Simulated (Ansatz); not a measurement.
`NC1BN1`, charge 0, multiplicity 1.

Give a relaxed structure at PBE0-D4/def2-TZVP (Ansatz). (An estimate is asked.)

Computed: 
Z-matrix (Å, degrees):
```
C
B 1 1.561
N 1 1.467 2 52.5
N 1 1.431 2 121.1 3 102.3
H 1 1.092 2 121.0 3 -97.4
H 2 1.184 1 154.8 3 -175.1
H 3 1.004 1 135.2 2 171.4
H 4 1.010 1 112.4 2 61.1
H 4 1.010 1 112.7 2 -175.8
```
This is one stationary point; other conformers may exist.
